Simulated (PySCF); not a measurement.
# Cl (chlorine, neutral): UHF calculation

Configuration: [Ne] 3s1 3p6, 2S determinant (an excited configuration). Calculation: PySCF 2.14, in dyall-av3z (19s12p3d2f, 84 functions); the non-relativistic Hamiltonian (point nucleus).

- Total energy: -458.923050 hartree
- One-electron energy: -633.4513 hartree
- Hartree (Coulomb) energy: 201.8508 hartree
- Exchange energy: -27.3226 hartree
- Kinetic energy: 458.92230 hartree
- ⟨S²⟩: 0.7799
- ⟨L²⟩: 0.000
- Sum of ⟨r⟩: 16.10 bohr
- Sum of ⟨r²⟩: 28.98 bohr²
- Density at the nucleus (Gaussians lack the cusp): 3200 bohr⁻³
- Spin density at the nucleus: 12.4 bohr⁻³
- Langevin diamagnetic susceptibility: -23.0 ×10⁻⁶ cm³/mol

| shell | electrons | mean orbital energy (eV) | rms radius, mean of both spins (bohr) |
| --- | --- | --- | --- |
| 1s α | 1 | -2856.5 | 0.106 |
| 1s β | 1 | -2855.7 | 0.106 |
| 2s α | 1 | -291.05 | 0.481 |
| 2s β | 1 | -289.68 | 0.481 |
| 2p α | 3 | -222.19 | 0.451 |
| 2p β | 3 | -221.42 | 0.451 |
| 3s α | 1 | -32.507 | 1.64 |
| 3p α | 3 | -15.673 | 2.02 |
| 3p β | 3 | -11.809 | 2.02 |
